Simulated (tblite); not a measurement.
C10H16O.
Atom-mapped SMILES: `[CH3:1][O:2][C:3]1=[C:4]=[CH:5][CH2:6][CH2:7][CH2:8][CH2:9][CH2:10][CH2:11]1` (hydrogens: H12, H13, H14 on C1; H15 on C5; H16, H17 on C6; H18, H19 on C7; H20, H21 on C8; H22, H23 on C9; H24, H25 on C10; H26, H27 on C11)

Computed with GFN2-xTB (tblite), gas phase: L-BFGS steps from a force-field or distance-geometry start until the largest atomic force falls under 0.01 eV/Å.

Step 43: E = -913.7200 eV
```
atom  x, y, z in Å  |  force x, y, z in eV/Å
C1      3.2810    1.1497   -0.4224   -0.015  -0.060  -0.012
O2      2.1328    1.6892    0.1749    0.000  -0.036  -0.032
C3      1.2034    0.7706    0.6048   -0.015   0.021   0.036
C4      1.2655   -0.5261    0.4592    0.001   0.038   0.084
C5      0.9671   -1.7818    0.2916   -0.084   0.070  -0.048
C6     -0.0514   -2.2299   -0.7302   -0.048  -0.045  -0.052
C7     -1.1910   -1.2098   -0.8501    0.031  -0.029   0.001
C8     -1.8257   -0.8925    0.5124    0.000  -0.022  -0.028
C9     -2.2707    0.5628    0.6488    0.001  -0.002  -0.016
C10    -1.1768    1.6215    0.4723   -0.010   0.021   0.012
C11     0.0770    1.4488    1.3518   -0.028   0.037  -0.004
H12     4.0005    1.9620   -0.5293   -0.073  -0.032  -0.008
H13     3.0545    0.7199   -1.4039    0.009  -0.001  -0.029
H14     3.6990    0.3593    0.2116    0.052  -0.011  -0.022
H15     1.3946   -2.5556    0.9146    0.080  -0.009   0.019
H16     0.4227   -2.3730   -1.7064   -0.015   0.028  -0.005
H17    -0.4558   -3.1958   -0.4230    0.004  -0.033   0.049
H18    -1.9523   -1.5878   -1.5384    0.064   0.011   0.027
H19    -0.7859   -0.2942   -1.2787    0.025  -0.047  -0.017
H20    -2.7005   -1.5272    0.6701   -0.005  -0.040  -0.022
H21    -1.1188   -1.1220    1.3101    0.027   0.033  -0.048
H22    -3.0456    0.7598   -0.0968   -0.022   0.039   0.013
H23    -2.7249    0.6928    1.6346    0.018  -0.026   0.007
H24    -1.6358    2.5845    0.7076    0.025   0.028  -0.015
H25    -0.8725    1.6628   -0.5758    0.025   0.047   0.053
H26    -0.1659    0.9029    2.2633   -0.030   0.003  -0.021
H27     0.4558    2.4353    1.6201   -0.019   0.019   0.079
```

Step 44: E = -913.7228 eV
```
atom  x, y, z in Å  |  force x, y, z in eV/Å
C1      3.2751    1.1456   -0.4301   -0.014  -0.059   0.004
O2      2.1333    1.6889    0.1782    0.004  -0.079  -0.044
C3      1.2041    0.7716    0.6132   -0.045   0.016   0.016
C4      1.2636   -0.5255    0.4676    0.000   0.037   0.067
C5      0.9665   -1.7813    0.2962   -0.067   0.070  -0.027
C6     -0.0497   -2.2307   -0.7279   -0.016  -0.019  -0.036
C7     -1.1850   -1.2071   -0.8508    0.016  -0.019  -0.008
C8     -1.8275   -0.8935    0.5079    0.000  -0.021  -0.002
C9     -2.2711    0.5614    0.6501    0.010   0.027  -0.042
C10    -1.1778    1.6214    0.4744    0.031   0.028   0.032
C11     0.0749    1.4506    1.3569    0.006   0.038   0.011
H12     3.9948    1.9574   -0.5435   -0.083  -0.046  -0.020
H13     3.0396    0.7118   -1.4091    0.008   0.028   0.006
H14     3.6990    0.3560    0.2022    0.040  -0.001  -0.029
H15     1.3977   -2.5554    0.9167    0.071  -0.010   0.022
H16     0.4311   -2.3709   -1.7010   -0.030   0.011  -0.015
H17    -0.4555   -3.1968   -0.4219    0.009  -0.016   0.039
H18    -1.9428   -1.5757   -1.5467    0.040  -0.021   0.015
H19    -0.7751   -0.2915   -1.2733    0.046  -0.026  -0.017
H20    -2.7021   -1.5290    0.6608   -0.025  -0.039  -0.034
H21    -1.1267   -1.1259    1.3083    0.072   0.019  -0.015
H22    -3.0405    0.7606   -0.0992   -0.070   0.046   0.011
H23    -2.7282    0.6891    1.6362    0.037  -0.026  -0.037
H24    -1.6368    2.5857    0.7071    0.022   0.006  -0.008
H25    -0.8677    1.6652   -0.5728   -0.002   0.025   0.075
H26    -0.1662    0.9057    2.2706   -0.038   0.020  -0.048
H27     0.4531    2.4384    1.6226   -0.025   0.012   0.083
```

Step 45: E = -913.7257 eV
```
atom  x, y, z in Å  |  force x, y, z in eV/Å
C1      3.2683    1.1396   -0.4388   -0.015  -0.051   0.013
O2      2.1347    1.6868    0.1824   -0.001  -0.100  -0.044
C3      1.2044    0.7727    0.6231   -0.063   0.006  -0.010
C4      1.2620   -0.5248    0.4791   -0.013   0.030   0.041
C5      0.9649   -1.7797    0.3018   -0.006   0.005   0.028
C6     -0.0477   -2.2314   -0.7258    0.024   0.023   0.008
C7     -1.1775   -1.2039   -0.8514   -0.004  -0.001  -0.017
C8     -1.8299   -0.8950    0.5032    0.006  -0.011   0.013
C9     -2.2718    0.5601    0.6504    0.016   0.040  -0.057
C10    -1.1786    1.6216    0.4774    0.053   0.028   0.043
C11     0.0728    1.4533    1.3625    0.033   0.038   0.029
H12     3.9868    1.9511   -0.5613   -0.080  -0.044  -0.028
H13     3.0217    0.7035   -1.4147    0.006   0.040   0.030
H14     3.7014    0.3520    0.1900    0.022   0.000  -0.031
H15     1.4024   -2.5560    0.9187    0.033   0.028  -0.006
H16     0.4409   -2.3683   -1.6949   -0.043  -0.011  -0.033
H17    -0.4548   -3.1974   -0.4201    0.013  -0.003   0.025
H18    -1.9304   -1.5618   -1.5559    0.004  -0.052  -0.006
H19    -0.7608   -0.2883   -1.2662    0.061  -0.009  -0.011
H20    -2.7054   -1.5314    0.6489   -0.024  -0.026  -0.042
H21    -1.1350   -1.1301    1.3068    0.095   0.006   0.008
H22    -3.0371    0.7622   -0.1018   -0.097   0.049   0.014
H23    -2.7314    0.6849    1.6366    0.051  -0.024  -0.069
H24    -1.6381    2.5865    0.7073    0.014  -0.006   0.006
H25    -0.8635    1.6685   -0.5684   -0.016   0.005   0.072
H26    -0.1679    0.9096    2.2775   -0.044   0.029  -0.059
H27     0.4497    2.4422    1.6262   -0.025   0.010   0.086
```

Step 46: E = -913.7289 eV
```
atom  x, y, z in Å  |  force x, y, z in eV/Å
C1      3.2602    1.1314   -0.4488   -0.017  -0.034   0.016
O2      2.1367    1.6826    0.1873   -0.016  -0.087  -0.034
C3      1.2039    0.7743    0.6347   -0.065  -0.010  -0.035
C4      1.2602   -0.5237    0.4934   -0.035   0.003   0.012
C5      0.9631   -1.7778    0.3092    0.059  -0.048   0.063
C6     -0.0446   -2.2318   -0.7230    0.057   0.051   0.051
C7     -1.1685   -1.1999   -0.8522   -0.021   0.015  -0.022
C8     -1.8328   -0.8969    0.4981    0.017   0.006   0.014
C9     -2.2725    0.5593    0.6494    0.017   0.033  -0.060
C10    -1.1788    1.6222    0.4817    0.048   0.023   0.039
C11     0.0709    1.4571    1.3695    0.043   0.034   0.039
H12     3.9761    1.9426   -0.5835   -0.065  -0.028  -0.032
H13     2.9999    0.6945   -1.4206    0.000   0.030   0.035
H14     3.7054    0.3467    0.1749    0.004  -0.011  -0.025
H15     1.4089   -2.5563    0.9199   -0.002   0.051  -0.018
H16     0.4523   -2.3660   -1.6882   -0.058  -0.031  -0.038
H17    -0.4536   -3.1977   -0.4175    0.023   0.021   0.006
H18    -1.9156   -1.5463   -1.5669   -0.027  -0.078  -0.025
H19    -0.7426   -0.2846   -1.2576    0.063   0.005  -0.003
H20    -2.7102   -1.5343    0.6339   -0.001   0.000  -0.044
H21    -1.1434   -1.1353    1.3056    0.091  -0.003   0.013
H22    -3.0352    0.7650   -0.1045   -0.098   0.049   0.021
H23    -2.7344    0.6799    1.6355    0.056  -0.016  -0.085
H24    -1.6397    2.5871    0.7080    0.004  -0.007   0.026
H25    -0.8594    1.6722   -0.5621   -0.017  -0.011   0.047
H26    -0.1710    0.9149    2.2847   -0.047   0.026  -0.048
H27     0.4451    2.4471    1.6319   -0.015   0.017   0.088
```

**Question.** Estimate the geometry and energy of step 47. (The exact step hangs on the optimiser's Hessian estimate; all steps are aligned on step 46, rigid shifts and turns removed.)

**Answer.** E = -913.7327 eV, largest force 0.178 eV/Å
```
atom  x, y, z in Å  |  force x, y, z in eV/Å
C1      3.2498    1.1211   -0.4606   -0.020  -0.013   0.016
O2      2.1378    1.6764    0.1913   -0.038  -0.044  -0.013
C3      1.2019    0.7759    0.6479   -0.047  -0.029  -0.054
C4      1.2571   -0.5225    0.5104   -0.052  -0.023  -0.009
C5      0.9629   -1.7758    0.3177    0.112  -0.106   0.088
C6     -0.0394   -2.2310   -0.7200    0.070   0.064   0.088
C7     -1.1579   -1.1949   -0.8538   -0.023   0.027  -0.021
C8     -1.8356   -0.8992    0.4920    0.033   0.029  -0.002
C9     -2.2727    0.5589    0.6471    0.015   0.013  -0.051
C10    -1.1779    1.6232    0.4879    0.021   0.015   0.020
C11     0.0694    1.4624    1.3789    0.035   0.023   0.036
H12     3.9618    1.9319   -0.6103   -0.040   0.000  -0.032
H13     2.9743    0.6839   -1.4274   -0.011   0.005   0.026
H14     3.7089    0.3406    0.1568   -0.011  -0.033  -0.012
H15     1.4152   -2.5569    0.9233   -0.032   0.078  -0.036
H16     0.4635   -2.3651   -1.6820   -0.061  -0.039  -0.036
H17    -0.4499   -3.1966   -0.4139    0.023   0.038  -0.010
H18    -1.8981   -1.5297   -1.5804   -0.040  -0.089  -0.030
H19    -0.7202   -0.2794   -1.2468    0.046   0.005   0.004
H20    -2.7162   -1.5370    0.6153    0.039   0.032  -0.040
H21    -1.1515   -1.1413    1.3037    0.062  -0.007   0.002
H22    -3.0345    0.7696   -0.1073   -0.074   0.042   0.031
H23    -2.7370    0.6734    1.6327    0.053  -0.003  -0.080
H24    -1.6414    2.5876    0.7095   -0.009   0.000   0.049
H25    -0.8540    1.6755   -0.5531   -0.009  -0.019   0.001
H26    -0.1762    0.9222    2.2931   -0.043   0.008  -0.017
H27     0.4398    2.4533    1.6410    0.001   0.025   0.083
```

The energy changes by -0.0038 eV. The first-order estimate −F·Δx gives -0.0051 eV and the mean of the old and new forces, exact on a quadratic surface, -0.0038 eV. The step makes an angle of 80° with the force vector and moves no atom by more than 0.032 Å.

The cost below is that of the whole relaxation. Hardware: an Arm Neoverse V1 with one thread, on a shared host. Cost: 1.1 s.
